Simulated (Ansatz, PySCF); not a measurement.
The pair A = CH4 (SMILES C) (first 5 atoms), B = CH4S (SMILES CS); geometry from B3LYP-D3(BJ)/def2-TZVP.
(charge 0, multiplicity 1):
```xyz
11

C     -0.0525     0.0752    -0.0999
H     -1.1168     0.0208     0.1285
H      0.4935     0.4084     0.7816
H      0.3037    -0.9091    -0.4018
H      0.1048     0.7805    -0.9149
C     -0.2663    -1.2691     3.4919
S      0.2452     0.4381     3.8727
H     -0.2885    -1.4427     2.4184
H      0.4859    -1.9171     3.9387
H     -1.2338    -1.4986     3.9332
H     -0.7735     1.0574     3.2547
```

Cores are frozen in the correlated methods. CBS(a, b) extrapolates the correlation energy as X⁻³ and adds the Hartree–Fock energy of set b. MP2 and its Hartree–Fock in aug-cc-pV(T+d)Z are density fitted.

Programs: Ansatz (Gaussian orbitals); PySCF for the dispersion terms. 

The monomers are drawn apart, rigid, along the line of their centres of mass. Counterpoise-corrected interaction energies (kcal/mol):

```json
[
 {"level": "PBE/def2-TZVPPD", "R = 5.023 Å": "-0.2368", "R = 6.203 Å": "-0.0464"},
 {"level": "PBE-D3(BJ)/def2-TZVPPD", "R = 5.023 Å": "-0.5248", "R = 6.203 Å": "-0.1270"},
 {"level": "wB97M-V/def2-TZVPPD", "R = 5.023 Å": "-0.3751", "R = 6.203 Å": "-0.1060"},
 {"level": "MP2/CBS(aug-cc-pV(D+d)Z, aug-cc-pV(T+d)Z) + ΔCCSD(T)/aug-cc-pV(D+d)Z", "R = 5.023 Å": "-0.3906", "R = 6.203 Å": "-0.1038"}
]
```

Question: R is the distance of the centres of mass. Find the local exponent m of E ∝ R⁻ᵐ between the two points.

Answer: 
m = ln(E₁/E₂)/ln(R₂/R₁): PBE/def2-TZVPPD 7.7; PBE-D3(BJ)/def2-TZVPPD 6.7; wB97M-V/def2-TZVPPD 6.0; MP2/CBS(aug-cc-pV(D+d)Z, aug-cc-pV(T+d)Z) + ΔCCSD(T)/aug-cc-pV(D+d)Z 6.3. For scale, two fixed dipoles give m = 3, dipole and quadrupole 4, quadrupoles 5, and dispersion or dipole-induced dipole 6 at long range; at these distances several terms mix, and what is left of overlap and damping shifts m, so it need not match one of them.

Ansatz is an electronic-structure program.
